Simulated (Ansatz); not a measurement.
C3H6GeO, SMILES `[CH3][GeH]1[CH]=[C]1O` at its PBE0-D4/def2-TZVP geometry, where that method's forces vanish. The species carries charge 0 and has multiplicity 1.

| atom | x (Å) | y (Å) | z (Å) |
| --- | --- | --- | --- |
| C1 | -0.690 | 1.787 | 0.563 |
| Ge2 | 0.521 | 0.262 | 0.572 |
| C3 | -0.100 | -1.528 | 0.269 |
| C4 | 0.504 | -1.043 | -0.811 |
| O5 | 0.811 | -1.431 | -2.052 |
| H6 | -1.566 | 1.547 | -0.038 |
| H7 | -0.194 | 2.663 | 0.142 |
| H8 | -1.006 | 2.022 | 1.581 |
| H9 | 1.810 | 0.502 | 1.378 |
| H10 | -0.586 | -2.445 | 0.580 |
| H11 | 0.495 | -2.336 | -2.184 |

**Question.** For each bond, give half the difference of the two atoms' forces along it (eV/Å; positive pushes the atoms apart) under PBE-D4, r2SCAN-D4, B3LYP-D4, ωB97M-V in def2-TZVPP. (Estimate.)

**Answer.** Ansatz gave: 
```tsv
bond	length (Å)	PBE-D4	r2SCAN-D4	B3LYP-D4	ωB97M-V
C1–Ge2	1.947	-0.04	0.02	0.13	0.03
C1–H6	1.090	0.09	-0.02	-0.07	-0.04
C1–H7	1.091	0.10	-0.02	-0.07	-0.05
C1–H8	1.091	0.09	-0.02	-0.07	-0.05
Ge2–C3	1.919	0.32	0.12	0.24	0.06
Ge2–C4	1.901	0.18	-0.04	0.02	-0.15
Ge2–H9	1.539	-0.03	-0.07	-0.13	-0.12
C3–C4	1.329	0.33	0.05	-0.08	-0.13
C3–H10	1.084	-0.11	-0.09	-0.14	-0.09
C4–O5	1.336	0.16	0.23	0.29	0.38
O5–H11	0.967	0.43	0.03	-0.04	-0.17
```

B3LYP here is the variant with VWN-RPA as its local correlation; programs differ in this.
